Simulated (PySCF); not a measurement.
Si(Me)2(OAc)(OH), SMILES CC(=O)O[Si](C)(C)O (GFN2-xTB optimised geometry):

```
18

C     -1.516    -2.630    -3.239
C     -1.656    -1.682    -2.074
O     -2.663    -1.092    -1.795
O     -0.525    -1.574    -1.388
Si    -0.223    -0.674     0.000
C     -1.015     1.041     0.000
C      1.675    -0.674     0.000
O     -0.850    -1.448     1.288
H     -0.717    -2.282    -3.889
H     -2.451    -2.681    -3.788
H     -1.246    -3.617    -2.870
H     -0.591     1.675    -0.774
H     -0.871     1.538     0.954
H     -2.082     0.965    -0.182
H      2.082    -0.056    -0.793
H      2.078    -1.675    -0.128
H      2.047    -0.286     0.942
H     -0.751    -2.389     1.417
```

Computed with B3LYP/def2-SVP (PySCF 2.14.0).

What are the frontier orbital energies and the dipole moment?

HOMO-2 -8.64 eV, HOMO-1 -8.06 eV, HOMO -7.37 eV, LUMO 0.19 eV, LUMO+1 1.06 eV; dipole moment 2.77 D.

Meta-Löwdin charges at B3LYP/def2-SVP: C1 -0.32, C2 0.52, O3 -0.44, O4 -0.57, Si5 1.26, C6 -0.56, C7 -0.56, O8 -0.71, H9 0.12, H10 0.12, H11 0.12, H12 0.11, H13 0.12, H14 0.13, H15 0.11, H16 0.11, H17 0.11, H18 0.33.
